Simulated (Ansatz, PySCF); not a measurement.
System: PbCl, net charge 1, singlet state. 
Geometry from a B3LYP-D3(BJ)/def2-TZVP (Ansatz, a program for electronic structure) optimisation:
```xyz
2

Pb     0.0000     0.0000    -0.4075
Cl     0.0000     0.0000     1.9654
```
Charge +1, spin multiplicity 1.

Total electronic energies in hartree. Cores are frozen in the correlated levels unless marked. Spin-orbit coupling is left out. The frozen core is the preceding noble-gas configuration, with the filled d and f shells of earlier blocks. In def2 rows, elements after Kr have scalar-relativistic effective core potentials. Basis-set limits of correlation are two-point, X^-3; Hartree-Fock from the larger set.

```csv
level,program,energy (Eh)
HF/def2-QZVPPD,Ansatz,-651.17593
RI-HF/def2-TZVPP,Ansatz,-651.16144
RI-HF/def2-QZVPPD,Ansatz,-651.17588
SVWN5/def2-TZVPD,Ansatz,-651.13442
TPSS-D3(BJ)/def2-TZVPD,PySCF + dftd3,-652.84614
TPSS-D4/def2-TZVPD,PySCF + dftd4,-652.84625
M06-L/def2-TZVPD,PySCF,-652.99754
r2SCAN-D4/def2-TZVPD,Ansatz + dftd4,-652.93328
B3LYP-D4/def2-TZVPD,Ansatz + dftd4,-652.96069
PBE0/def2-TZVP,Ansatz,-652.72215
PBE0/def2-QZVPP,Ansatz,-652.73705
PW6B95-D3(BJ)/def2-TZVPD,PySCF + dftd3,-653.32295
MN15-D3(BJ)/def2-TZVPD,PySCF + dftd3,-652.40296
B2PLYP-D4/def2-TZVPD,Ansatz + dftd4,-652.42353
RPA@PBE/def2-TZVPP,Ansatz,-651.53712
MP2/def2-TZVPPD,Ansatz,-651.40116
SCS-MP2/def2-SVPD,Ansatz,-651.18645
SCS-MP2/def2-TZVPPD,Ansatz,-651.39920
SCS-MP2/def2-QZVPPD,Ansatz,-651.43741
CCSD/def2-TZVPPD,Ansatz,-651.42176
CCSD(T)/def2-SVPD,Ansatz,-651.21524
CCSD(T)/def2-TZVPPD,Ansatz,-651.43390
"CCSD(T)/CBS(def2-TZVPPD,def2-QZVPPD)",Ansatz,-651.4852
```

Totals of different functionals don't rank their quality; only differences between species are comparable.
